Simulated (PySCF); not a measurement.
Electron correlation in Ir⁺ (iridium, charge +1)

[Xe] 4f14 5d6 6s1 7s1, high-spin 7D determinant (an excited configuration). Calculation: PySCF 2.14, in aug-cc-pwCVDZ-PP with ECP60MDF; a scalar-relativistic core potential. Frozen: 5s2 5p6; 8 electrons correlated.

```
  level  correlation energy (mhartree)
   CCSD                        -131.06
    (T)                          -2.01
CCSD(T)                        -133.07
```

Diagnostics: T1 = 0.011, D1 = 0.0421, largest double amplitude 0.039.

Spin-orbit coupling, absent here, splits the open shell strongly. The outer electron is Rydberg-like, and this basis confines it to a smaller radius and binds it less than a complete one would.

Cost of the coupled-cluster step: of the order of 40 core-seconds, for 8 correlated electrons.

Iterations:

```
CC2 = 0
CCSD nocc = (np.int64(7), np.int64(1)), nmo = (66, 66)
frozen orbitals [[0, 1, 2, 3], [0, 1, 2, 3]]
max_cycle = 100
direct = 0
conv_tol = 1e-08
conv_tol_normt = 1e-06
diis_space = 8
diis_start_cycle = 0
Init t2, MP2 energy = -0.124662942246024
Init E_corr(UCCSD) = -0.124662942246303
cycle = 1  E_corr(UCCSD) = -0.129589456565962  dE = -0.00492651432  norm(t1,t2) = 0.032451
cycle = 2  E_corr(UCCSD) = -0.130494031082382  dE = -0.000904574516  norm(t1,t2) = 0.0136272
cycle = 3  E_corr(UCCSD) = -0.131066654377213  dE = -0.000572623295  norm(t1,t2) = 0.00686568
cycle = 4  E_corr(UCCSD) = -0.1310192210245  dE = 4.74333527e-05  norm(t1,t2) = 0.00190933
cycle = 5  E_corr(UCCSD) = -0.131053891014589  dE = -3.46699901e-05  norm(t1,t2) = 0.00128834
cycle = 6  E_corr(UCCSD) = -0.131055373522049  dE = -1.48250746e-06  norm(t1,t2) = 0.000475526
cycle = 7  E_corr(UCCSD) = -0.131055171002677  dE = 2.02519372e-07  norm(t1,t2) = 0.000192182
cycle = 8  E_corr(UCCSD) = -0.131055388452189  dE = -2.17449512e-07  norm(t1,t2) = 7.2774e-05
cycle = 9  E_corr(UCCSD) = -0.131055062978489  dE = 3.254737e-07  norm(t1,t2) = 2.65759e-05
cycle = 10  E_corr(UCCSD) = -0.131055193297177  dE = -1.30318688e-07  norm(t1,t2) = 1.34858e-05
cycle = 11  E_corr(UCCSD) = -0.131055250966094  dE = -5.76689169e-08  norm(t1,t2) = 6.53771e-06
cycle = 12  E_corr(UCCSD) = -0.131055240925696  dE = 1.00403985e-08  norm(t1,t2) = 3.67831e-06
cycle = 13  E_corr(UCCSD) = -0.131055225944585  dE = 1.49811107e-08  norm(t1,t2) = 1.98329e-06
cycle = 14  E_corr(UCCSD) = -0.131055233405888  dE = -7.46130335e-09  norm(t1,t2) = 8.49273e-07
UCCSD converged
E(UCCSD) = -103.0889423128272  E_corr = -0.1310552334058885
UCCSD(T) correction = -0.00200903347279836
```
